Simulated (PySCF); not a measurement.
Static response to an electric field

C7H6F2O.
Structure used (GFN2-xTB), in Å, numbered top down from 1:
```
atom  x, y, z in Å
C1    -2.684   -0.301   -0.157
O2    -1.694    0.679   -0.356
C3    -0.401    0.346   -0.140
C4     0.059   -0.903    0.267
C5     1.412   -1.130    0.458
C6     2.339   -0.128    0.252
C7     1.891    1.119   -0.154
F8     2.780    2.105   -0.360
C9     0.542    1.362   -0.349
F10    0.121    2.576   -0.743
H11   -2.547   -1.151   -0.832
H12   -2.695   -0.653    0.880
H13   -3.628    0.190   -0.381
H14   -0.638   -1.707    0.435
H15    1.744   -2.106    0.774
H16    3.394   -0.288    0.396
```

Level: PBE0/def2-SVPD (PySCF), static field, nuclei fixed, core orbitals frozen in the response. The polarisability tensor in these axes (au):

```
x   112.61   3.53   4.46
y     3.53  89.15 -10.29
z     4.46 -10.29  57.04
```

Q: Give the principal values, the mean and the anisotropy Δα = √{½[(α1 − α2)² + (α2 − α3)² + (α1 − α3)²]}.

A: Principal values 53.55, 91.95 and 113.30 au; mean 86.27 au = 12.78 Å³ = 14.22 × 10⁻⁴⁰ C²·m²/J; Δα = 52.44 au (61 % of the mean).

Q: What is the dipole moment, and where does it point?

A: (-1.56, -3.56, 0.92) D, 4.00 D in size, pointing from the negative to the positive side. Measured along this direction, the outermost atoms are F8 at the negative end and H14, H12 and H11 at the positive end.

Q: Sum over states: ᾱ = Σ f/ω², ω in Eh. What share falls to these 6 lowest TDDFT singlets (eV, f)? 5.32, 0.0088; 5.93, 0.0838; 6.16, 0.0019; 6.49, 0.0053; 6.63, 0.0023; 6.78, 0.3869.

A: They add up to 8.40 au, 9.7 % of the 86.27 au; the largest single term is 6.23 au, from the state at 6.78 eV. Terms in order: 0.23, 1.76, 0.04, 0.09, 0.04, 6.23 au. Higher excitations give the rest. The strengths listed sum to 0.489.

Q: Orientational against electronic polarisability at 400 K (dilute gas, rigid molecules)?

A: In Gaussian units μ²/3kT = 96.43 Å³ against 12.78 Å³, a ratio of 7.54; the Debye molar polarisation (4π/3)N_A(α + μ²/3kT) is 275.5 cm³/mol, leaving out the vibrational part.

Q: Find the Langevin capture rate constant for H3O+ (19.018 u) meeting this molecule (144.039 u), k = 2.342 × 10⁻⁹ cm³/s × √(α in Å³ / reduced mass in u).

A: The reduced mass is 16.80 u, so k = 2.04 × 10⁻⁹ cm³/s. The formula leaves out the permanent dipole, which adds to the capture rate.

The structure is a single GFN2-xTB conformer in the gas phase; no vibrational or solvent corrections.
